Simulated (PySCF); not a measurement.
Isomers of C9H16, one GFN2-xTB conformer each. Single-point energies are computed at PBE0/pcSseg-1 (PySCF, gas phase, no added dispersion term), electronic only.

Question: Rank them by PBE0/pcSseg-1 energy, lowest first (kJ/mol).
A. `[CH2:1]=[CH:2][CH:3]([CH:4]=[CH2:5])[C:6]([CH3:7])([CH3:8])[CH3:9]` with C1–C2–C3–C4 -123°, C2–C3–C4–C5 121°
B. `[CH2:1]=[C:2]([CH3:3])/[C:4]([CH3:5])=[C:6](\[CH3:7])[CH2:8][CH3:9]` with C1–C2–C4–C5 -106°, C4–C6–C8–C9 92°
C. `[CH3:1][CH2:2][C@@H:3]1[CH2:4][C@H:5]2[CH2:6][CH2:7][C@@H:8]1[CH2:9]2` with C1–C2–C3–C4 -68°
D. `[CH2:1]=[C:2]([CH2:3][CH3:4])[C:5](=[CH2:6])[CH2:7][CH2:8][CH3:9]` with C1–C2–C3–C4 -115°, C1–C2–C5–C6 -152°, C2–C5–C7–C8 65°, C5–C7–C8–C9 67°
E. `[CH2:1]1[CH2:2][CH2:3][CH:4]([CH:5]2[CH2:6][CH2:7]2)[CH2:8][CH2:9]1` with C3–C4–C5–C6 83°, C9–C1–C2–C3 -58°, C1–C2–C3–C4 56°, C2–C3–C4–C5 72°, C4–C5–C6–C7 109°
F. `[CH3:1][CH2:2][C@H:3]1[C@@H:4]2[CH2:5][CH2:6][CH2:7][C@H:8]1[CH2:9]2` with C1–C2–C3–C4 -175°

Answer: C (0.0), E (58.6), F (67.5), B (123.7), D (130.5), A (153.4).

As drawn, the highest has a C=C bond outside aromatic rings and a quaternary carbon, which the lowest lacks. Neighbours under 10 kJ/mol apart (C1CCC(C2CC2)CC1 and CC[C@H]1[C@@H]2CCC[C@H]1C2; C=C(C)/C(C)=C(\C)CC and C=C(CC)C(=C)CCC) can change places with a better method, another conformer or zero-point energy. GFN2-xTB itself gives, in the same order: 0.0, 78.9, 65.4, 189.0, 207.3, 226.4. Both levels put the same isomer lowest; measured from each level's own lowest isomer, the values differ by up to 76.8 kJ/mol (C=C(CC)C(=C)CCC: 207.3 against 130.5).

Q: Which frontier levels, dipoles and rotational constants go with these structures?

A: 
| SMILES | HOMO (eV, PBE0/pcSseg-1) | LUMO (eV) | dipole (D) | A, B, C (MHz) |
| --- | --- | --- | --- | --- |
| CC[C@@H]1C[C@H]2CC[C@@H]1C2 | -8.01 | 1.35 | 0.06 | 3322, 1163, 1099 |
| C1CCC(C2CC2)CC1 | -7.74 | 1.47 | 0.09 | 2983, 1145, 984.1 |
| CC[C@H]1[C@@H]2CCC[C@H]1C2 | -7.68 | 1.43 | 0.04 | 3062, 1183, 1087 |
| C=C(C)/C(C)=C(\C)CC | -6.44 | 0.48 | 0.55 | 2497, 1036, 910.3 |
| C=C(CC)C(=C)CCC | -6.65 | -0.61 | 0.25 | 1969, 1169, 1086 |
| C=CC(C=C)C(C)(C)C | -7.29 | -0.05 | 0.32 | 1672, 1526, 1027 |
